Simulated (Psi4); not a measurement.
OPb (SMILES [O]=[Pb]), singlet, geometry from GFN2-xTB (such geometries of metal compounds can be far from the true shape) (core potentials on Pb); Psi4 with PBE0/def2-SVPD, TDA.

Input for Psi4:
```
memory 2 GB

molecule {
0 1
  Pb   -0.00000000   -0.00000000   -0.17063352
  O     0.00000000    0.00000000    1.74899359
symmetry c1
}

set basis def2-svpd
set puream true
set save_jk true
set tdscf_states [5]
set tdscf_tda true
set d_convergence 1e-8

energy('td-pbe0')
print_variables()
```

Predict the main parts of the log of this Psi4 run.


```
   => Loading Basis Set <=

    Name: DEF2-SVPD
    Role: ORBITAL
    Keyword: BASIS

    !!!  WARNING: ECP capability is in beta. Please check occupations closely.  !!!

         ---------------------------------------------------------
                                   SCF
               by Justin Turney, Rob Parrish, Andy Simmonett
                          and Daniel G. A. Smith
                              RKS Reference
         ---------------------------------------------------------

  ==> Geometry <==

    Molecular point group: c1
    Full point group: C_inf_v

    Geometry (in Angstrom), charge = 0, multiplicity = 1:

       Center              X                  Y                   Z               Mass
    ------------   -----------------  -----------------  -----------------  -----------------
         PB           0.000000000000     0.000000000000    -0.137090042815   207.976652500000
         O            0.000000000000     0.000000000000     1.782537067185    15.994914619570

  Running in c1 symmetry.

  Rotational constants: A = ************  B =      0.30801  C =      0.30801 [cm^-1]
  Rotational constants: A = ************  B =   9233.78650  C =   9233.78650 [MHz]
  Nuclear repulsion =   48.517333701293687

  Charge       = 0
  Multiplicity = 1
  Electrons    = 30
  Nalpha       = 15
  Nbeta        = 15

  ==> Algorithm <==

  SCF Algorithm Type is DF.
  DIIS enabled.
  MOM disabled.
  Fractional occupation disabled.
  Guess Type is SAD.
  Energy threshold   = 1.00e-06
  Density threshold  = 1.00e-08
  Integral threshold = 1.00e-12

  ==> Primary Basis <==

  Basis Set: DEF2-SVPD
    Blend: DEF2-SVPD
    Number of shells: 21
    Number of basis functions: 55
    Number of Cartesian functions: 60
    Spherical Harmonics?: true
    Max angular momentum: 2

  Core potential: DEF2-SVPD
    Number of shells: 4
    Number of ECP primitives: 18
    Number of ECP core electrons: 60
    Max angular momentum: 3

  ==> DFT Potential <==

   => LibXC <=

    Version 7.1.2
    S. Lehtola, C. Steigemann, M. J. T. Oliveira, and M. A. L. Marques,  SoftwareX 7, 1–5 (2018) (10.1016/j.softx.2017.11.002)

   => Composite Functional: PBE0 <=

    PBE0 Hyb-GGA Exchange-Correlation Functional

    C. Adamo and V. Barone,  J. Chem. Phys. 110, 6158 (1999) (10.1063/1.478522)
    M. Ernzerhof and G. E. Scuseria,  J. Chem. Phys. 110, 5029 (1999) (10.1063/1.478401)

    Deriv               =              1
    GGA                 =           TRUE
    Meta                =          FALSE

    Exchange Hybrid     =           TRUE
    MP2 Hybrid          =          FALSE

   => Exchange Functionals <=

    0.7500   Perdew, Burke & Ernzerhof

   => Exact (HF) Exchange <=

    0.2500               HF

   => Correlation Functionals <=

    1.0000   Perdew, Burke & Ernzerhof

   => LibXC Density Thresholds  <==

    XC_HYB_GGA_XC_PBEH:  1.00E-15

   => Molecular Quadrature <=

    Radial Scheme          =       TREUTLER
    Pruning Scheme         =           NONE
    Nuclear Scheme         =       TREUTLER

    Blocking Scheme        =         OCTREE
    BS radius alpha        =              1
    Pruning alpha          =              1
    Radial Points          =             75
    Spherical Points       =            302
    Total Points           =          43257
    Total Blocks           =            411
    Max Points             =            256
    Max Functions          =             55
    Weights Tolerance      =       1.00E-15

   => Loading Basis Set <=

    Name: (DEF2-SVPD AUX)
    Role: JKFIT
    Keyword: DF_BASIS_SCF

  ==> Integral Setup <==

  SCF_SUBTYPE=INCORE selected. In-core MEM_DF algorithm will be used.
  Using in-core AOs.

  ==> MemDFJK: Density-Fitted J/K Matrices <==

    J tasked:                   Yes
    K tasked:                   Yes
    wK tasked:                   No
    Algorithm:                 Core
    Schwarz Cutoff:           1E-12
    Mask sparsity (%):       0.0000
[...]
  @DF-RKS Final Energy:  -267.93094985687475
    Total Energy =                       -267.9309498568747472
[...]

                         Generalized Davidson Solver
                               By Ruhee Dcunha

  ==> Options <==

    Max number of iterations        = 60
    Eigenvector tolerance           = 1.0000e-06
    Max number of expansion vectors = 1500

  => Iterations <=
                           Max[D[value]]     Max[|R|]   # vectors
  DavidsonSolver iter   1:   1.37986e-01  5.06097e-02     20
  DavidsonSolver iter   2:   3.42676e-03  8.60629e-03     25
  DavidsonSolver iter   3:   7.13471e-05  1.42668e-03     30
  DavidsonSolver iter   4:   1.36141e-06  1.40538e-04     35
  DavidsonSolver iter   5:   1.17485e-08  1.16975e-05     40
  DavidsonSolver iter   6:   5.90606e-11  6.34245e-07     42      Converged

******************************************************************************************
**********                               WARNING                                **********
**********  Length-gauge rotatory strengths are **NOT** gauge-origin invariant  **********
******************************************************************************************

                                    Excitation Energy         Total Energy        Oscillator Strength             Rotatory Strength
     #   Sym: GS->ES (Trans)        au              eV              au          au (length)    au (velocity)    au (length)    au (velocity)
    ---- -------------------- --------------- --------------- --------------- --------------- --------------- --------------- ---------------
     1        A->A (1 A)       0.12305         3.34840        -267.80790       0.0000          0.0000          0.0000         -0.0000
     2        A->A (1 A)       0.13351         3.63291        -267.79744       0.0000          0.0000          0.0000         -0.0000
     3        A->A (1 A)       0.13351         3.63292        -267.79744       0.0000          0.0000         -0.0000          0.0000
     4        A->A (1 A)       0.13449         3.65956        -267.79646       0.0255          0.0045         -0.0000          0.0000
     5        A->A (1 A)       0.13449         3.65956        -267.79646       0.0255          0.0045          0.0000         -0.0000

Contributing excitations
Only contributions with abs(coeff) > 1.00e-01 will be printed:

Excited State    1 (1 A):   0.12305 au   370.28 nm f = 0.0000
  Sums of squares: Xssq =  1.000000e+00
     13a  ->  17a     0.704985 (49.700%)
     14a  ->  16a    -0.704985 (49.700%)

Excited State    2 (1 A):   0.13351 au   341.28 nm f = 0.0000
  Sums of squares: Xssq =  1.000000e+00
     13a  ->  17a     0.705558 (49.781%)
     14a  ->  16a     0.705558 (49.781%)

Excited State    3 (1 A):   0.13351 au   341.28 nm f = 0.0000
  Sums of squares: Xssq =  1.000000e+00
     13a  ->  16a    -0.705558 (49.781%)
     14a  ->  17a     0.705558 (49.781%)

Excited State    4 (1 A):   0.13449 au   338.80 nm f = 0.0255
  Sums of squares: Xssq =  1.000000e+00
     15a  ->  17a    -0.994505 (98.904%)

Excited State    5 (1 A):   0.13449 au   338.80 nm f = 0.0255
  Sums of squares: Xssq =  1.000000e+00
     15a  ->  16a     0.994505 (98.904%)

******************************************************************************************
**********                               WARNING                                **********
**********       The names of excited state variables changed between 1.5       **********
**********     and 1.6. For a quick solution, remove the symmetry specifier     **********
**********   from the variable name. For full details, see 'Notes on Psivars'   **********
**********                        in the documentation.                         **********
******************************************************************************************

  Variable Map:
  ----------------------------------------------------------------------------
[...]
  Array Variable Map:
  ----------------------------------------------------------------------------
[...]
[...]
```
